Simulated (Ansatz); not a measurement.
Harmonic frequencies (cm⁻¹) at PBE0-D4/def2-TZVP from Ansatz: 96, 120, 138, 148, 175, 222, 255, 378, 385, 652, 737, 4010.

Each molecule was computed in one conformer, which needn't be the lowest.

(1) Which molecule is it?
A. `O=C=[N][Hf]([F])([F])[F]`
B. `[OH][Hf]([OH])([OH])[Br]`
C. `[F][Hf]([F])([F])[Cl]`
D. `[OH][Hf]([F])([Cl])[Cl]`

Results:

(1) D.
